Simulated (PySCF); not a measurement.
Electronic structure of Ca (calcium, neutral) at the UHF level

Configuration: [Ar] 4s2, closed-shell 1S. Calculation: PySCF 2.14, in cc-pVDZ-X2C; the spin-free X2C one-electron Hamiltonian (Gaussian nucleus).

```json
{
 "Total energy": "-679.629175 hartree",
 "One-electron energy": "-930.3434 hartree",
 "Hartree (Coulomb) energy": "286.1646 hartree",
 "Exchange energy": "-35.4504 hartree",
 "⟨S²⟩": "0.0000",
 "⟨L²⟩": "0.000",
 "Sum of ⟨r⟩": "21.18 bohr",
 "Sum of ⟨r²⟩": "56.17 bohr²",
 "Langevin diamagnetic susceptibility": "-44.5 ×10⁻⁶ cm³/mol",
 "Time after the integrals": "0.06 s of wall time on 1 thread of AMD EPYC 7B13 (shared host)"
}
```

```csv
shell,electrons,mean orbital energy (hartree),"rms radius, mean of both spins (bohr)"
1s,2,-150.11182,0.0888
2s,2,-16.96298,0.393
2p,6,-13.63656,0.362
3s,2,-2.26122,1.24
3p,6,-1.33851,1.38
4s,2,-0.19624,4.50
```

Densities and radii are taken from the X2C orbitals without a picture-change correction, which distorts them close to the nucleus.
